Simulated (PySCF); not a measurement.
# Dipole moment and polarisability of YCl3

Species: YCl3 (singlet state).
Geometry (PBE0-D3(BJ)/def2-SVP, Å), atoms numbered from 1 in this order:
```xyz
4
YCl3 angstrom
Y      0.019    0.000    0.079
Cl     2.436    0.001    0.410
Cl    -1.228    2.056   -0.244
Cl    -1.227   -2.057   -0.244
```

Level: B3LYP/def2-SVPD (PySCF), static field, nuclei fixed, core orbitals frozen in the response. The polarisability tensor in these axes (au):

```
x   89.98  0.01  5.50
y    0.01 88.75  0.00
z    5.50  0.00 60.42
```

Task: What are the eigenvalues, a third of the trace, and Δα (Δα² = ½Σ(αi − αj)² over the three pairs)?

Result: Principal values 59.43, 88.75 and 90.97 au; mean 79.72 au = 11.81 Å³ = 13.14 × 10⁻⁴⁰ C²·m²/J; Δα = 30.49 au (38 % of the mean).

Task: What is the dipole moment, and where does it point?

Result: (0.03, 0.00, 0.70) D, 0.70 D in size, pointing from the negative to the positive side. Measured along this direction, the outermost atoms are Cl3 and Cl4 at the negative end and Cl2 at the positive end.

Task: Find the Langevin capture rate constant for H3O+ (19.018 u) meeting this molecule (193.812 u), k = 2.342 × 10⁻⁹ cm³/s × √(α in Å³ / reduced mass in u).

Result: The reduced mass is 17.32 u, so k = 1.93 × 10⁻⁹ cm³/s. The formula leaves out the permanent dipole, which adds to the capture rate.

Task: Along which axes do the principal values lie, and how far do the nuclei extend along each?

Result: Largest value along (0.98, 0.00, 0.18), where the nuclei span 3.73 Å; middle along (0.00, 1.00, 0.00), 4.11 Å; least along (-0.18, 0.00, 0.98), 0.10 Å. The strongest response doesn't lie along the longest of the three spans.

Task: Refractivity n − 1 of an ideal gas of it at 400 K and 1 atm, from the electronic α?

Result: N = p/kT = 1.8347 × 10¹⁹ cm⁻³, so n − 1 = 2π × N × 11.81 × 10⁻²⁴ cm³ = 1362 × 10⁻⁶ at long wavelengths.

Task: Sum over states: ᾱ = Σ f/ω², ω in Eh. What share falls to these 10 lowest TDDFT singlets (eV, f)? 4.60, 0.0000; 4.81, 0.0032; 4.84, 0.0027; 4.90, 0.0428; 5.01, 0.0001; 5.02, 0.0016; 5.46, 0.0032; 5.51, 0.0029; 5.73, 0.0000; 5.78, 0.0000.

Result: They add up to 1.71 au, 2.1 % of the 79.72 au; the largest single term is 1.32 au, from the state at 4.90 eV. Terms in order: 0.00, 0.10, 0.09, 1.32, 0.00, 0.05, 0.08, 0.07, 0.00, 0.00 au. Higher excitations give the rest. The strengths listed sum to 0.057.

Task: Rayleigh depolarisation ratio (linearly polarised light, static tensor)?

Result: ρ = 3Δα²/(45ᾱ² + 4Δα²) = 2789.4/(285960 + 3719.2) = 0.00963.

Isolated species at its PBE0-D3(BJ)/def2-SVP geometry, gas phase. Atoms past krypton carry effective core potentials; spin–orbit coupling is left out.

These values come from a run that also computed excited states. Time: 6.2 s of wall time. Hardware: x86-64 server, one thread, on a shared host.
